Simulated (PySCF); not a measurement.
Species: C₅H₇BO₂.
SMILES with atom numbers: `[CH2:1]=[CH:2][C:3]1=[O+:4][BH2-:5][O:6][CH:7]=[CH:8]1` (hydrogens: H9, H10 on C1; H11 on C2; H12, H13 on B5; H14 on C7; H15 on C8)

Cartesian coordinates in Å at the PBE0-D3(BJ)/def2-SVP level; atoms count from 1:
```xyz
15
C5H7BO2 angstrom
C      2.592   -0.746    0.246
C      1.815    0.297   -0.069
C      0.352    0.209   -0.058
O     -0.169   -0.904    0.274
B     -1.676   -1.188    0.318
O     -2.412    0.113   -0.031
C     -1.812    1.183   -0.347
C     -0.431    1.325   -0.399
H      2.141   -1.702    0.524
H      3.681   -0.669    0.233
H      2.242    1.263   -0.350
H     -1.975   -1.500    1.457
H     -1.937   -2.014   -0.539
H     -2.469    2.034   -0.585
H      0.026    2.272   -0.678
```

The closed-shell ground state was solved at several levels (PySCF, density fitting, gas phase, non-relativistic).

```json
{"level": "B3LYP/def2-SVPD", "basis functions": "222", "HOMO (eV)": "-6.55", "LUMO (eV)": "-3.00", "gap (eV)": "3.55", "dipole (D)": "4.90"}
{"level": "PBE0/pcSseg-1", "basis functions": "171", "HOMO (eV)": "-6.72", "LUMO (eV)": "-2.75", "gap (eV)": "3.97", "dipole (D)": "4.90"}
```

Question: Estimate the row for B3LYP/pcJ-1, a basis of 286 functions; the other rows only guide the guess.

Answer: HOMO -6.54 eV, LUMO -2.92 eV, gap 3.62 eV, dipole 4.96 D.

Question: Over all these levels, which gives the widest orbital gap and which the narrowest?

Answer: PBE0/pcSseg-1 (global hybrid, 25 % exact exchange) has the widest, 3.97 eV, and B3LYP/def2-SVPD (global hybrid, 20 % exact exchange) the narrowest, 3.55 eV. Functional and basis both differ between the two, so the spread mixes both effects.

Question: How far do the dipole and the HOMO energy spread over the levels?

Answer: The dipole runs from 4.90 to 4.96 D (mean 4.92 D) and the HOMO from -6.72 to -6.54 eV.

One conformer stands for the species.
